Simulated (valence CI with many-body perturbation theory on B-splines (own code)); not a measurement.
## Xe V: fill in the table

Computed by relativistic CI+MBPT: four valence electrons over a frozen Dirac-Fock core [Kr] 4d10, radial functions for each j: 11 s, 11 p, 9 d, 7 f, 5 g, 2 h, 1 i, with the one-electron correlation potential Σ1 (screened to all orders), the two-electron term Σ2, the three-electron term Σ3, Breit, model QED; selected single and double excitations, second order for the rest, scaled by the run's own slope (own B-spline code, finite nucleus).

Against 45 measured levels this calculation errs by 319 cm⁻¹ on average and by 643 at most. These come from a selection out of Saloman, J. Phys. Chem. Ref. Data 33, 765 (2004). Levels without a partner in it may be off by more. 7 measured levels below the end of the list, from 169673 cm⁻¹ on, found no clear computed partner, and computed levels of the same name lie up to 2907 cm⁻¹ from them.

| Level | E (eV) |
| --- | --- |
| 5s2 5p2 3P_0 | 0.000 |
| 5s2 5p2 3P_1 | 1.151 |
| 5s2 5p2 3P_2 | 1.753 |
| 5s2 5p2 1D_2 | ? |
| 5s2 5p2 1S_0 | 5.521 |
| 5s 5p3 5S°_2 | 11.388 |
| 5s 5p3 3D°_1 | 14.271 |
| 5s 5p3 3D°_2 | ? |
| 5s 5p3 3D°_3 | ? |
| 5s 5p3 3P°_0 | ? |
| 5s 5p3 3P°_1 | 16.669 |
| 5s 5p3 3P°_2 | 16.689 |
| 5s2 5p 5d 1D°_2 | 18.072 |
| 5s 5p3 3S°_1 | 19.361 |
| 5s2 5p 5d 3F°_2 | 19.415 |
| 5s2 5p 5d 3F°_3 | ? |
| 5s2 5p 5d 3F°_4 | 21.059 |
| 5s 5p3 1P°_1 | ? |
| 5s2 5p 5d 3P°_2 [a] | 21.253 |
| 5s2 5p 5d 3D°_1 | 21.516 |

Names give the largest LS component (configuration and term), which can be under half, so a name can repeat, a term be missing and a line seem to break the LS rules; names also repeat where a configuration has a term twice. Letters in brackets count levels of one name in rising energy.

(1) The levels stand in rising order. What does the calculation give for the missing energies?

## Answers

(1) 5s2 5p2 1D_2 3.525; 5s 5p3 3D°_2 14.370; 5s 5p3 3D°_3 14.844; 5s 5p3 3P°_0 16.520; 5s2 5p 5d 3F°_3 19.927; 5s 5p3 1P°_1 21.089.
